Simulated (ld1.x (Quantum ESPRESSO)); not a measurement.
## Which change was made? (Tc, TM)

Tc (Z = 43), norm-conserving Troullier–Martins (Kleinman–Bylander form), made with ld1.x (Quantum ESPRESSO) 7.5 (PW91, fully relativistic). Core [Kr], reference 4d5 5s1.5 5p0 (charge +0.5). Waves: 5p (bound, empty): rc 3.00 bohr; 4d (bound): rc 1.65 bohr; 5s (bound): rc 2.35 bohr. Local part: the s channel. Core correction: a·sin(br)/r model core inside 1.65 bohr.

Open shells are filled in proportion to 2j + 1 (rel_dist='average').

Cutoffs, loose and tight: the cutoffs (Ry, on a coarse ladder) from which the occupation-weighted sum of valence levels, in a spherical-Bessel basis at the reference potential, stays within 10 and 1 mRy of its value at 400 Ry. They do not see the model core or the augmentation charge, which bear on the density cutoff. Test errors are all-electron minus pseudo excitation energies from the reference, over the configurations 4d5 5s2 5p0; 4d5 5s1 5p0; 4d5 5s0 5p0; 4d3 5s0 5p0; 4d6 5s1 5p0; 4d4 5s2 5p0; 4d5.5 5s1.5 5p0; variants that change the core or the reference have their own tests.

The base gives: outcome: generated; cutoff, loose: 50 Ry; cutoff, tight: 55 Ry; bound ghosts: none; largest test error (meV): -990.

(1) After one change the result is: outcome: generated; cutoff, loose: 50 Ry; cutoff, tight: 55 Ry; bound ghosts: p3/2, p1/2; largest test error (meV): -990. Which change was it?
A. all radii but the core radius scaled by about 1.31 (s 3.08, p 3.92, d 2.16 bohr)
B. wave 5p (bound): rc 3.00 bohr becomes 5p (bound): rc 1.84 bohr
C. core [Ar] 3d10 4s2, valence charge 13; reference 4p6 4d5 5s1.75 5p0; waves now 4p (bound): rc 1.85 bohr; 4d (bound): rc 1.65 bohr; 5s (bound): rc 2.30 bohr; core correction Bessel-smoothed model core, default radius (core density twice the valence density)

## Answers

(1) B. The others give: all radii but the core radius scaled by about 1.31 (s 3.08, p 3.92, d 2.16 bohr) → outcome: generated; cutoff, loose: 40 Ry; cutoff, tight: 45 Ry; bound ghosts: none; largest test error (meV): -1000 | core [Ar] 3d10 4s2, valence charge 13; reference 4p6 4d5 5s1.75 5p0; waves now 4p (bound): rc 1.85 bohr; 4d (bound): rc 1.65 bohr; 5s (bound): rc 2.30 bohr; core correction Bessel-smoothed model core, default radius (core density twice the valence density) → outcome: generated; cutoff, loose: 50 Ry; cutoff, tight: 60 Ry; bound ghosts: none; largest test error (meV): -339.
